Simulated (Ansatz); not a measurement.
Geometry optimisation, RKS PBE/def2-SVP in Ansatz.

The input (input.yaml):

```yaml
crystal:
  periodic: [false, false, false]
  atoms:
    - { symbol: Sn, position_ang: [-1.058521, 1.581463, 0.132519] }
    - { symbol: H, position_ang: [-0.075009, -0.735272, -1.514686] }
    - { symbol: H, position_ang: [-1.616425, 0.845022, -1.318284] }
    - { symbol: H, position_ang: [-2.332935, 1.892425, 1.253054] }
    - { symbol: H, position_ang: [-0.016812, 2.931219, -0.123747] }
    - { symbol: H, position_ang: [1.639947, -1.13619, 0.679896] }
    - { symbol: F, position_ang: [0.055061, 0.288095, 1.111307] }
    - { symbol: H, position_ang: [0.424654, -1.109435, -1.177121] }
    - { symbol: O, position_ang: [1.869772, -2.014265, 0.323909] }
    - { symbol: H, position_ang: [1.110368, -2.542962, 0.633254] }
basis:
  gaussian: { orbitals: def2-SVP }
hamiltonian:
  xc: pbe
relax:
  f_tol: 0.03
  max_steps: 50
```

Command:

```bash
$ ansatz run input.yaml --threads 2 --pin off --max-ram 3072MiB --backend cpu --events-out ev --progress --plain --runs-dir out
```

Where does it end, and by what steps?

The run converged. The force dipped under the threshold on the way, but the program's further checks kept it going. After 45 steps the energy has fallen by 0.382 eV; H2 moved furthest, 2.90 Å.

```json
{"step": "0", "energy less start (eV)": "0.0000", "largest force component (eV/Å)": "1.788", "accepted": "yes"}
{"step": "2", "energy less start (eV)": "-0.1751", "largest force component (eV/Å)": "0.319", "accepted": "yes"}
{"step": "4", "energy less start (eV)": "-0.2044", "largest force component (eV/Å)": "0.288", "accepted": "yes"}
{"step": "6", "energy less start (eV)": "-0.2168", "largest force component (eV/Å)": "0.105", "accepted": "yes"}
{"step": "8", "energy less start (eV)": "-0.2191", "largest force component (eV/Å)": "0.326", "accepted": "no"}
{"step": "10", "energy less start (eV)": "-0.2230", "largest force component (eV/Å)": "0.203", "accepted": "yes"}
{"step": "12", "energy less start (eV)": "-0.2303", "largest force component (eV/Å)": "0.014", "accepted": "yes"}
{"step": "14", "energy less start (eV)": "-0.2445", "largest force component (eV/Å)": "0.299", "accepted": "yes"}
{"step": "16", "energy less start (eV)": "-0.2660", "largest force component (eV/Å)": "0.754", "accepted": "yes"}
{"step": "18", "energy less start (eV)": "-0.2903", "largest force component (eV/Å)": "0.522", "accepted": "yes"}
{"step": "20", "energy less start (eV)": "-0.3144", "largest force component (eV/Å)": "0.126", "accepted": "yes"}
{"step": "22", "energy less start (eV)": "-0.3288", "largest force component (eV/Å)": "0.142", "accepted": "yes"}
{"step": "24", "energy less start (eV)": "-0.3359", "largest force component (eV/Å)": "0.178", "accepted": "yes"}
{"step": "26", "energy less start (eV)": "-0.3427", "largest force component (eV/Å)": "0.230", "accepted": "yes"}
{"step": "28", "energy less start (eV)": "-0.3508", "largest force component (eV/Å)": "0.148", "accepted": "yes"}
{"step": "30", "energy less start (eV)": "-0.3570", "largest force component (eV/Å)": "0.243", "accepted": "yes"}
{"step": "32", "energy less start (eV)": "-0.3652", "largest force component (eV/Å)": "0.033", "accepted": "yes"}
{"step": "34", "energy less start (eV)": "-0.3706", "largest force component (eV/Å)": "0.188", "accepted": "yes"}
{"step": "36", "energy less start (eV)": "-0.3761", "largest force component (eV/Å)": "0.121", "accepted": "yes"}
{"step": "38", "energy less start (eV)": "-0.3787", "largest force component (eV/Å)": "0.135", "accepted": "yes"}
{"step": "40", "energy less start (eV)": "-0.3806", "largest force component (eV/Å)": "0.038", "accepted": "yes"}
{"step": "42", "energy less start (eV)": "-0.3817", "largest force component (eV/Å)": "0.078", "accepted": "yes"}
{"step": "44", "energy less start (eV)": "-0.3823", "largest force component (eV/Å)": "0.030", "accepted": "yes"}
{"step": "45", "energy less start (eV)": "-0.3824", "largest force component (eV/Å)": "0.023", "accepted": "yes"}
```

```xyz
10
Properties=species:S:1:pos:R:3
Sn -1.094 1.360 0.877
H 2.346 -1.990 -2.490
H -2.348 0.182 0.798
H -1.451 2.548 2.088
H -0.578 2.082 -0.592
H 0.706 -0.579 0.368
F 0.496 0.499 1.747
H 1.844 -1.642 -2.017
O 0.245 -0.797 -0.482
H -0.165 -1.663 -0.297
```

Whether the end is a true minimum wasn't checked by a vibrational analysis.

Run time: 66 s on 2 threads of Arm Neoverse V1 (shared host), peak memory 0.13 GiB.
